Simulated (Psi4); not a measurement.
A run for Psi4: SAPT0/jun-cc-pV(D+d)Z on C2H4N2 (a complex), monomers drawn apart or pushed together.

```
memory 2025 MB

molecule dimer {
0 1
C    -0.25090016    0.35264647   -0.24717790
C     0.45170415   -0.72773257    0.05810753
H    -0.45368096    0.62767417   -1.27524542
H    -0.65277910    1.00820088    0.51588337
H     0.65674199   -1.00549288    1.08491109
H     0.85248910   -1.38091258   -0.70766871
--
0 1
N    -0.83573597    1.47410150    5.57396762
N    -0.26220781    0.58093526    5.82546240
units angstrom
symmetry c1
no_reorient
no_com
}

set {
  basis jun-cc-pV(D+d)Z
  scf_type df
  freeze_core true
}

energy('sapt0')
```

The log:

```
[...]
==> Input File <==

--------------------------------------------------------------------------
memory 2025 MB

molecule dimer {
0 1
C    -0.25090016    0.35264647   -0.24717790
C     0.45170415   -0.72773257    0.05810753
H    -0.45368096    0.62767417   -1.27524542
H    -0.65277910    1.00820088    0.51588337
H     0.65674199   -1.00549288    1.08491109
H     0.85248910   -1.38091258   -0.70766871
--
0 1
N    -0.83573597    1.47410150    5.57396762
N    -0.26220781    0.58093526    5.82546240
units angstrom
symmetry c1
no_reorient
no_com
}

set {
  basis jun-cc-pV(D+d)Z
  scf_type df
  freeze_core true
}

energy('sapt0')
--------------------------------------------------------------------------


   => Loading Basis Set <=

    Name: JUN-CC-PV(D+D)Z
    Role: ORBITAL
    Keyword: BASIS
    atoms 1-2 entry C          line   188 file jun-cc-pv_dpd_z.gbs
    atoms 3-6 entry H          line    60 file jun-cc-pv_dpd_z.gbs
    atoms 7-8 entry N          line   222 file jun-cc-pv_dpd_z.gbs

   => Loading Basis Set <=

    Name: JUN-CC-PV(D+D)Z
    Role: ORBITAL
    Keyword: BASIS
    atoms 1-2 entry C          line   188 file jun-cc-pv_dpd_z.gbs
    atoms 3-6 entry H          line    60 file jun-cc-pv_dpd_z.gbs
    atoms 7-8 entry N          line   222 file jun-cc-pv_dpd_z.gbs


  //>>>>>>>>>>>>>>>>>>>>>>>>>>>>>>>>>>>//
  //              Dimer HF             //
  //<<<<<<<<<<<<<<<<<<<<<<<<<<<<<<<<<<<//

   => Libint2 <=

    Primary   basis highest AM E, G, H:  7, 6, 3
    Auxiliary basis highest AM E, G, H:  7, 7, 4
    Onebody   basis highest AM E, G, H:  -, -, -
    Solid Harmonics ordering:            Gaussian


   => Loading Basis Set <=

    Name: JUN-CC-PV(D+D)Z
    Role: ORBITAL
    Keyword: BASIS
    atoms 1-2 entry C          line   188 file jun-cc-pv_dpd_z.gbs
    atoms 3-6 entry H          line    60 file jun-cc-pv_dpd_z.gbs
    atoms 7-8 entry N          line   222 file jun-cc-pv_dpd_z.gbs


         ---------------------------------------------------------
                                   SCF
               by Justin Turney, Rob Parrish, Andy Simmonett
                          and Daniel G. A. Smith
                              RHF Reference
                        1 Threads,   1931 MiB Core
         ---------------------------------------------------------

  ==> Geometry <==

    Molecular point group: c1
    Full point group: C1

    Geometry (in Angstrom), charge = 0, multiplicity = 1:

       Center              X                  Y                   Z               Mass
    ------------   -----------------  -----------------  -----------------  -----------------
         C           -0.250900160000     0.352646470000    -0.247177900000    12.000000000000
         C            0.451704150000    -0.727732570000     0.058107530000    12.000000000000
         H           -0.453680960000     0.627674170000    -1.275245420000     1.007825032230
         H           -0.652779100000     1.008200880000     0.515883370000     1.007825032230
         H            0.656741990000    -1.005492880000     1.084911090000     1.007825032230
         H            0.852489100000    -1.380912580000    -0.707668710000     1.007825032230
         N           -0.835735970000     1.474101500000     5.573967620000    14.003074004430
         N           -0.262207810000     0.580935260000     5.825462400000    14.003074004430

  Running in c1 symmetry.

  Rotational constants: A =      0.64921  B =      0.01771  C =      0.01724 [cm^-1]
  Rotational constants: A =  19462.81861  B =    530.97265  C =    516.87858 [MHz]
  Nuclear repulsion =   76.989767977744634

  Charge       = 0
  Multiplicity = 1
  Electrons    = 30
  Nalpha       = 15
  Nbeta        = 15

  ==> Algorithm <==

  SCF Algorithm Type is DF.
  DIIS enabled.
  MOM disabled.
  Fractional occupation disabled.
  Guess Type is SAD.
  Energy threshold   = 1.00e-08
  Density threshold  = 1.00e-08
  Integral threshold = 1.00e-12

  ==> Primary Basis <==

  Basis Set: JUN-CC-PV(D+D)Z
    Blend: JUN-CC-PV(D+D)Z
    Number of shells: 44
    Number of basis functions: 92
    Number of Cartesian functions: 96
    Spherical Harmonics?: true
    Max angular momentum: 2

   => Loading Basis Set <=

    Name: (JUN-CC-PV(D+D)Z AUX)
    Role: JKFIT
    Keyword: DF_BASIS_SCF
    atoms 1-2 entry C          line   146 file jun-cc-pvdz-jkfit.gbs
    atoms 3-6 entry H          line    70 file jun-cc-pvdz-jkfit.gbs
    atoms 7-8 entry N          line   202 file jun-cc-pvdz-jkfit.gbs

  ==> Integral Setup <==

  DFHelper Memory: AOs need 0.024 GiB; user supplied 1.414 GiB.
  SCF_SUBTYPE=INCORE selected. In-core MEM_DF algorithm will be used.
  Using in-core AOs.

  ==> MemDFJK: Density-Fitted J/K Matrices <==

    J tasked:                   Yes
    K tasked:                   Yes
    wK tasked:                   No
    OpenMP threads:               1
    Algorithm:                 Core
    Schwarz Cutoff:           1E-12
    Mask sparsity (%):      17.0132
    Fitting C
[...]
190022    67A      2.192594
      68A      2.295285    69A      2.295309    70A      2.306468
      71A      2.366805    72A      2.391882    73A      2.448971
      74A      2.574282    75A      2.598336    76A      2.835748
      77A      2.947802    78A      2.974086    79A      3.016554
      80A      3.017814    81A      3.142448    82A      3.223807
      83A      3.223846    84A      3.347714    85A      3.619839
      86A      3.771099    87A      4.159011    88A      5.175531
      89A      5.235805    90A      5.589989    91A     18.129163
      92A     18.634393

    Final Occupation by Irrep:
              A
    DOCC [     7 ]
    NA   [     7 ]
    NB   [     7 ]

  @DF-RHF Final Energy:  -108.95940846035292

   => Energetics <=

    Nuclear Repulsion Energy =             23.7703998018823981
    One-Electron Energy =                -194.4034108379703127
    Two-Electron Energy =                  61.6736025757349893
    Total Energy =                       -108.9594084603529183

Computation Completed


Properties will be evaluated at   0.000000,   0.000000,   0.000000 [a0]

Properties computed using the SCF density matrix


 Multipole Moments:

 ------------------------------------------------------------------------------------
     Multipole            Electronic (a.u.)      Nuclear  (a.u.)        Total (a.u.)
 ------------------------------------------------------------------------------------

 L = 1.  Multiply by 2.5417464519 to convert [e a0] to [Debye]
 Dipole X            :         14.5236212          -14.5236913           -0.0000701
 Dipole Y            :        -27.1840654           27.1841966            0.0001312
 Dipole Z            :       -150.7919795          150.7926051            0.0006256
 Magnitude           :                                                    0.0006430

 ------------------------------------------------------------------------------------

  Constructing Basis Sets for SAPT...

   => Loading Basis Set <=

    Name: (JUN-CC-PV(D+D)Z AUX)
    Role: RIFIT
    Keyword: DF_BASIS_SAPT
    atoms 1-2 entry C          line   100 file jun-cc-pvdz-ri.gbs
    atoms 3-6 entry H          line    30 file jun-cc-pvdz-ri.gbs
    atoms 7-8 entry N          line   144 file jun-cc-pvdz-ri.gbs

   => Loading Basis Set <=

    Name: (JUN-CC-PV(D+D)Z AUX)
    Role: JKFIT
    Keyword: DF_BASIS_ELST
    atoms 1-2 entry C          line   146 file jun-cc-pvdz-jkfit.gbs
    atoms 3-6 entry H          line    70 file jun-cc-pvdz-jkfit.gbs
    atoms 7-8 entry N          line   202 file jun-cc-pvdz-jkfit.gbs


  //>>>>>>>>>>>>>>>>>>>>>>>>>>>>>>>>>>>//
  //               SAPT0               //
  //<<<<<<<<<<<<<<<<<<<<<<<<<<<<<<<<<<<//



        SAPT0
    Ed Hohenstein
     6 June 2009

      Orbital Information
  --------------------------
    NSO        =        92
    NMO        =        92
    NRI        =       316
    NRI (Elst) =       408
    NOCC A     =         8
    NOCC B     =         7
    FOCC A     =         2
    FOCC B     =         2
    NVIR A     =        84
    NVIR B     =        85

    Elst10,r            =     0.000000480216 [Eh]
    Exch10              =     0.000000285625 [Eh]
    Exch10 (S^2)        =     0.000000285625 [Eh]

    Maxiter = 50
    CPHF R converge = 1.000000E-08

    Iter     Energy [mEh]          dE [mEh]         Residual      Time [s]
       1      -0.00008820       0.000088204     4.842282e-05             0
       2      -0.00009671       0.000008503     1.515140e-05             0
       3      -0.00010013       0.000003420     2.759727e-06             0
       4      -0.00010013       0.000000004     6.690140e-07             0
       5      -0.00010000      -0.000000129     8.614618e-08             0
       6      -0.00010001       0.000000010     1.352092e-08             0
       7      -0.00010001      -0.000000000     2.798161e-09             0

    CHF Iterations converged

    Maxiter = 50
    CPHF R converge = 1.000000E-08

    Iter     Energy [mEh]          dE [mEh]         Residual      Time [s]
       1      -0.00015993       0.000159928     7.639131e-05             0
       2      -0.00016961       0.000009685     1.912678e-05             0
       3      -0.00017654       0.000006930     1.355991e-06             0
       4      -0.00017628      -0.000000262     1.842572e-07             0
       5      -0.00017630       0.000000021     3.899492e-08             0
       6      -0.00017630      -0.000000003     1.378346e-08             0
       7      -0.00017630      -0.000000000     8.231234e-09             0

    CHF Iterations converged

    Ind20,r (A<-B)      =    -0.000000100012 [Eh]
    Ind20,r (B<-A)      =    -0.000000176299 [Eh]
    Ind20,r             =    -0.000000276310 [Eh]
    Exch-Ind20,r (A<-B) =     0.000000015370 [Eh]
    Exch-Ind20,r (B<-A) =     0.000000014225 [Eh]
    Exch-Ind20,r        =     0.000000029595 [Eh]
    Disp20              =    -0.000066368632 [Eh]
    Disp20 (SS)         =    -0.000033184316 [Eh]
    Disp20 (OS)         =    -0.000033184316 [Eh]
    Exch-Disp20         =     0.000000033806 [Eh]
    Exch-Disp20 (SS)    =     0.000000022769 [Eh]
    Exch-Disp20 (OS)    =     0.000000011036 [Eh]

    SAPT Results
  --------------------------------------------------------------------------------------------------------
    Electrostatics                  0.00048022 [mEh]       0.00030134 [kcal/mol]       0.00126081 [kJ/mol]
      Elst10,r                      0.00048022 [mEh]       0.00030134 [kcal/mol]       0.00126081 [kJ/mol]

    Exchange                        0.00028563 [mEh]       0.00017923 [kcal/mol]       0.00074991 [kJ/mol]
      Exch10                        0.00028563 [mEh]       0.00017923 [kcal/mol]       0.00074991 [kJ/mol]
      Exch10(S^2)                   0.00028563 [mEh]       0.00017923 [kcal/mol]       0.00074991 [kJ/mol]

    Induction                      -0.00026681 [mEh]      -0.00016743 [kcal/mol]      -0.00070052 [kJ/mol]
      Ind20,r                      -0.00027631 [mEh]      -0.00017339 [kcal/mol]      -0.00072545 [kJ/mol]
      Exch-Ind20,r                  0.00002959 [mEh]       0.00001857 [kcal/mol]       0.00007770 [kJ/mol]
      delta HF,r (2)               -0.00002010 [mEh]      -0.00001261 [kcal/mol]      -0.00005277 [kJ/mol]

    Dispersion                     -0.06633483 [mEh]      -0.04162573 [kcal/mol]      -0.17416206 [kJ/mol]
      Disp20                       -0.06636863 [mEh]      -0.04164695 [kcal/mol]      -0.17425082 [kJ/mol]
      Exch-Disp20                   0.00003381 [mEh]       0.00002121 [kcal/mol]       0.00008876 [kJ/mol]
      Disp20 (SS)                  -0.03318432 [mEh]      -0.02082347 [kcal/mol]      -0.08712541 [kJ/mol]
      Disp20 (OS)                  -0.03318432 [mEh]      -0.02082347 [kcal/mol]      -0.08712541 [kJ/mol]
      Exch-Disp20 (SS)              0.00002277 [mEh]       0.00001429 [kcal/mol]       0.00005978 [kJ/mol]
      Exch-Disp20 (OS)              0.00001104 [mEh]       0.00000693 [kcal/mol]       0.00002898 [kJ/mol]

  Total HF                          0.00049903 [mEh]       0.00031315 [kcal/mol]       0.00131020 [kJ/mol]
  Total SAPT0                      -0.06583580 [mEh]      -0.04131259 [kcal/mol]      -0.17285186 [kJ/mol]

  Special recipe for scaled SAPT0 (see Manual):
    Electrostatics sSAPT0           0.00048022 [mEh]       0.00030134 [kcal/mol]       0.00126081 [kJ/mol]
    Exchange sSAPT0                 0.00028563 [mEh]       0.00017923 [kcal/mol]       0.00074991 [kJ/mol]
    Induction sSAPT0               -0.00026681 [mEh]      -0.00016743 [kcal/mol]      -0.00070052 [kJ/mol]
    Dispersion sSAPT0              -0.06633483 [mEh]      -0.04162573 [kcal/mol]      -0.17416206 [kJ/mol]
  Total sSAPT0                     -0.06583580 [mEh]      -0.04131259 [kcal/mol]      -0.17285186 [kJ/mol]
  --------------------------------------------------------------------------------------------------------



*** Psi4 exiting successfully. Buy a developer a beer!
```

The run finished.

Cost: around 6 core-seconds (rough).
